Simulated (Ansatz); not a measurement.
CH6O2Si2, SMILES [SiH2]1CO[Si@@H]1O.

The structure is a stationary point at PBE-D3(BJ)/def2-SVP. The structure was generated by enumeration; whether it is a known compound was not checked. The values are those of a single conformer.

Two levels are set side by side: PBE/def2-SVPD (Ansatz, a quantum-chemistry and plane-wave program) and PBE0/def2-SVPD (Ansatz). Energy differences of separate SCF runs at the same geometry; the states with an electron removed or added have multiplicity 2 and 2. Differences are taken from unrounded values.

```csv
quantity,PBE0
vertical ionisation energy (eV),9.60
vertical singlet–triplet gap (eV),5.08
```

What does PBE give, and how far is it from PBE0? (An estimate is asked for; the answer gives what the named calculation found.)


```json
[
 {"quantity": "vertical ionisation energy (eV)", "PBE": "9.27", "PBE minus PBE0": "-0.33"},
 {"quantity": "vertical singlet–triplet gap (eV)", "PBE": "4.81", "PBE minus PBE0": "-0.28"}
]
```
